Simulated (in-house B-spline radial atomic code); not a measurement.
Checks on a self-consistent run for neutral copper, [Ar] 3d9 4s1 6f1. Method: Dirac-Hartree-Fock, average of configuration, Fermi nucleus of rms radius 3.8823 fm. Calculated with a radial B-spline atomic code at the basis-set limit.

```
orbital        q      ε (Eh)      <1/r>        <r²>  small-component weight
  1s1/2        2  -333.19554    29.1623  0.00365243                0.010947
  2s1/2        2   -42.23235    6.39057   0.0645988                0.002091
  2p1/2        2   -36.87716    6.31298   0.0510936               0.0020556
  2p3/2        4   -36.11361    6.17492   0.0526037                0.002022
  3s1/2        2    -5.70388    1.99707    0.580747              0.00045035
  3p1/2        2    -3.96484    1.86022    0.645968              0.00040251
  3p3/2        4    -3.86226    1.82905     0.66298               0.0003944
  3d3/2      3.6    -1.03789    1.46237     1.08135              0.00027078
  3d5/2      5.4    -1.02505     1.4524     1.09787              0.00026796
  4s1/2        1    -0.57758   0.489337     7.72593              3.5611e-05
  6f5/2  0.42857    -0.01390  0.0278229     2606.69              3.7101e-07
  6f7/2  0.57143    -0.01390   0.027823     2606.69              3.7102e-07
```

Electron-electron repulsion V_ee = 639.4789 hartree.

(1) What total energy follows from the eigenvalues?

(2) Does the Dirac virial theorem hold?

(3) What diamagnetic shielding (Lamb formula) and susceptibility (Langevin formula) do the radii give?

## Answers

(1) The eigenvalues count the repulsion twice, so E = Σqε - V_ee = -1013.714 - 639.479 = -1653.193 hartree; the run printed -1653.193.

(2) For a point nucleus E = -2c²Σq·w, with w the small-component weight. Here Σq·w = 0.044017 and c = 137.0360, so the ratio E/(-2c²Σq·w) is 1.000009; the finite nucleus accounts for the departure from 1.

(3) σ = (α²/3)Σq<1/r> = 137.087/(3·137.036²) = 2433.4 ppm, and χ = -0.79199×10⁻⁶·Σq<r²> = -2083×10⁻⁶ cm³/mol with Σq<r²> = 2629.8 bohr². Both are non-relativistic formulas without the paramagnetism of open shells.
